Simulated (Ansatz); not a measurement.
Mulliken charges of C2H5BBrF (`CB(Br)CF`) from ωB97M-V/def2-TZVPP in Ansatz (PBE0-D4/def2-TZVP geometry).

```tsv
atom	x (Å)	y (Å)	z (Å)	charge (e)
C1	0.715	-0.453	1.127	-0.308
B2	0.391	-0.150	-0.354	-0.029
Br3	1.591	-0.656	-1.772	-0.073
C4	-0.923	0.554	-0.832	0.055
F5	-1.766	0.892	0.219	-0.246
H6	1.735	-0.784	1.313	0.116
H7	0.028	-1.243	1.461	0.127
H8	0.476	0.411	1.755	0.130
H9	-1.479	-0.092	-1.524	0.114
H10	-0.686	1.469	-1.391	0.114
```

Task: By hand: the dipole of these point charges (1 e Å = 4.8032 D).

Result: Σ q r = (0.056, -0.036, -0.073) e Å, of length 0.099 e Å = 0.48 D.

Task: How does the dipole of the full density compare? (An estimate is asked.)

Result: The calculation gave: (0.054, -0.039, 0.016) e Å, 0.33 D; the point charges give 1.45 times that, at 61° from its direction.

Point charges leave out the atoms' own dipoles, such as those of lone pairs, and Mulliken's split depends on the basis, so the two needn't agree.
